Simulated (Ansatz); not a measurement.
`F[SiH2]S[SiH2]Cl` + `C[SiH2]C[SiH2]Cl` → `C[SiH2]C[SiH2]F` + `Cl[SiH2]S[SiH2]Cl`  (redistribution)

Program: Ansatz. Geometries: PBE0-D4/def2-TZVP. ΔE: electronic, gas phase. CCSD(T)/CBS adds triple-zeta CCSD(T) − MP2 to the extrapolated MP2 energy (def2 sets, frozen cores). One conformer a species, not always the lowest.

```tsv
level	ΔE (kJ/mol)
SCS-MP2/def2-TZVPP	3.3
CCSD/CBS(def2)	3.0
```

(1) What does CCSD(T)/CBS give? (Estimate.)

Largest T1 diagnostic among the species: 0.011.

Results:

(1) The calculation gave: +2.5 kJ/mol. The listed levels differ from it by 0.8, 0.5 kJ/mol.

The D4 term adds −6.4 kJ/mol with B3LYP and −3.5 kJ/mol with PBE0; it sums over pairs of atoms, weighted by their polarisabilities, and B3LYP, whose exchange is more repulsive, gets the larger term. In def2-TZVPP, CCSD(T) changes the Hartree–Fock value by −3.3 kJ/mol (the triples alone add −0.5 kJ/mol) and MP2 by −4.3 kJ/mol.

B3LYP here is the variant with VWN-RPA as its local correlation; programs differ in this.
